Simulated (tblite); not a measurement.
Species: C4H7GeO2 (doublet state).
Bonds: C1–C2, C2–O3 (double), C2–C4, C4–C5 (double), C4–O6, O6–Ge7. Hydrogens: H8, H9 on C1; H10, H11 on C5; H12, H13, H14 on Ge7.
Bond orders are those of one Lewis drawing.

Computed with GFN2-xTB (tblite), gas phase: L-BFGS steps from a force-field or distance-geometry start until the largest atomic force falls under 0.01 eV/Å.

Step 68: E = -601.2189 eV
```
atom  x, y, z in Å  |  force x, y, z in eV/Å
C1      2.0367   -1.2949    0.4490   -0.046   0.044   0.045
C2      1.7460   -0.1157   -0.2746    0.017   0.025  -0.071
O3      2.5901    0.4834   -0.9518   -0.036  -0.037   0.076
C4      0.3477    0.4254   -0.1627    0.007  -0.007  -0.002
C5      0.0942    1.6763   -0.5506   -0.015  -0.010  -0.005
O6     -0.5646   -0.4289    0.3603    0.028   0.027   0.015
Ge7    -2.3273   -0.4024    0.2611   -0.046   0.054  -0.008
H8      3.0394   -1.6833    0.4455    0.016  -0.006  -0.027
H9      1.2925   -1.7643    1.0659   -0.010  -0.003  -0.020
H10     0.8891    2.2848   -0.9457   -0.032  -0.048   0.032
H11    -0.8949    2.1011   -0.4756    0.007  -0.013  -0.047
H12    -2.6397   -1.5292    1.1855    0.043   0.003  -0.027
H13    -2.7146   -0.6618   -1.1663    0.018   0.024   0.028
H14    -2.8953    0.9090    0.7377    0.048  -0.052   0.010
```

Step 69: E = -601.2198 eV
```
atom  x, y, z in Å  |  force x, y, z in eV/Å
C1      2.0360   -1.2936    0.4524   -0.014   0.026   0.024
C2      1.7460   -0.1157   -0.2736    0.000   0.027  -0.039
O3      2.5917    0.4843   -0.9477   -0.026  -0.036   0.061
C4      0.3473    0.4239   -0.1652   -0.007   0.006  -0.003
C5      0.0926    1.6752   -0.5509   -0.029   0.008  -0.019
O6     -0.5661   -0.4308    0.3535    0.032  -0.007   0.031
Ge7    -2.3288   -0.4025    0.2615   -0.009   0.066  -0.038
H8      3.0386   -1.6833    0.4417    0.006  -0.006  -0.014
H9      1.2940   -1.7662    1.0696   -0.013   0.009  -0.025
H10     0.8862    2.2867   -0.9424   -0.016  -0.042   0.026
H11    -0.8980    2.0979   -0.4803    0.015  -0.020  -0.039
H12    -2.6377   -1.5276    1.1854    0.032  -0.023  -0.007
H13    -2.7166   -0.6589   -1.1653    0.006   0.019   0.021
H14    -2.8858    0.9101    0.7391    0.024  -0.027   0.022
```

Problem. Estimate the geometry and energy of step 70. (The exact step hangs on the optimiser's Hessian estimate; all steps are aligned on step 69, rigid shifts and turns removed.)

Solution. E = -601.2206 eV, largest force 0.069 eV/Å
```
atom  x, y, z in Å  |  force x, y, z in eV/Å
C1      2.0376   -1.2913    0.4562   -0.003   0.005   0.000
C2      1.7474   -0.1148   -0.2723   -0.006   0.024   0.003
O3      2.5953    0.4881   -0.9404   -0.018  -0.027   0.039
C4      0.3470    0.4202   -0.1695   -0.015   0.017   0.000
C5      0.0897    1.6721   -0.5515   -0.032   0.005  -0.031
O6     -0.5665   -0.4373    0.3432    0.021  -0.022   0.032
Ge7    -2.3307   -0.3999    0.2613    0.034   0.040  -0.045
H8      3.0393   -1.6834    0.4401    0.001  -0.001  -0.003
H9      1.2952   -1.7678    1.0697   -0.014   0.015  -0.023
H10     0.8819    2.2888   -0.9355    0.005  -0.034   0.013
H11    -0.9032    2.0895   -0.4885    0.005  -0.014  -0.028
H12    -2.6367   -1.5241    1.1860    0.023  -0.030  -0.001
H13    -2.7245   -0.6553   -1.1630   -0.002   0.019   0.010
H14    -2.8724    0.9146    0.7419    0.002   0.002   0.034
```

The energy changes by -0.0008 eV. The first-order estimate −F·Δx gives -0.0011 eV and the mean of the old and new forces, exact on a quadratic surface, -0.0008 eV. The step makes an angle of 77° with the force vector and moves no atom by more than 0.014 Å.

The cost below is that of the whole relaxation. On one thread of an Arm Neoverse V2, no GPU, shared host, this took 0.51 s of wall time.
